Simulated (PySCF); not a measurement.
**CF3(CH2)2OH: full NMR table**

```yaml
Formula: C3H5F3O
SMILES: OCCC(F)(F)F
InChI: InChI=1S/C3H5F3O/c4-3(5,6)1-2-7/h7H,1-2H2
Point_group_of_the_computed_structure: C1
Degrees_of_unsaturation: 0
Carbon_signals: 3
Proton_signals: 3
```

Atom-mapped SMILES (the numbers label the heavy atoms): `[OH:1][CH2:2][CH2:3][C:4]([F:5])([F:6])[F:7]`. Hydrogens are named by the atom that carries them.

Non-relativistic Hamiltonian, averaged over atoms made equivalent by symmetry, fast rotation or ring inversion, in vacuum, one conformer. PBE0-D3(BJ)/def2-TZVP geometry; σ from GIAO-B97-2/pcSseg-2; PySCF.

Shifts are taken against calculated references (same method and geometry level): TMS for 1H, 13C; 19F against CFCl3; 17O against H2O.

| carbon | δC, type | δH (multiplicity) | HMBC from (2–3 bonds) | span of the C tensor (ppm) |
| --- | --- | --- | --- | --- |
| C2 | 62.5, CH2 | 3.87 (t) | H(C3) | 75 |
| C3 | 42.9, CH2 | 2.19 (m) | H(C2) | 49 |
| C4 | 136.5, C | – | H(C2), H(C3) | 5 |

Other nuclei:
```tsv
atoms	nucleus	environment	δ (ppm)	σ (ppm)
H(O1)	1H	hydrogen on an alcohol oxygen	0.12	31.52
F5/F6/F7	19F	fluorine of a CF3 group	-78.4	254.4
O1	17O	alcohol oxygen	31.0	296.6
```

1. Carbon types of the structure: 1 × C, 2 × CH2, leaving 1 H on heteroatoms.
2. δC 136.5: CF3 carbon; 3 electronegative neighbours deshield it.
3. δC 62.5: sp3 CH2 bonded to O; the inductive effect lowers its shielding.
4. δC 42.9: sp3 CH2; saturated and bonded to C and H only.
5. δH 3.87: hydrogen on an sp3 CH2 bonded to O; its carbon carries O, an electronegative neighbour.
6. δH 0.12: hydrogen on an alcohol oxygen; exchangeable; this is the value without hydrogen bonding to other molecules.

The OH or NH signal is concentration- and solvent-dependent in practice; the value given is the gas-phase one. Splittings by 19F in the carbon and heteronuclear signals aren't shown, as no couplings were computed. Shifts are as computed. Against solution values, carbons near 30 ppm lie about +3 ppm off and those near 130 ppm about +7 ppm. Of 1211 compounds with measured shifts, 218 miss one by over three times the rms of a fit or turn the order of signals round; such compounds aren't used in these exercises. Unscaled 19F shifts against computed CFCl3 carry errors that often reach 10 to 50 ppm. Experimental scales use liquid or dissolved standards, which lie at an offset from isolated H2O (liquid H2O: subtract about 36 ppm). Multiplicities follow the n + 1 count of equivalent neighbours, as no J values were calculated; m marks all less simple cases, F and P coupling included.
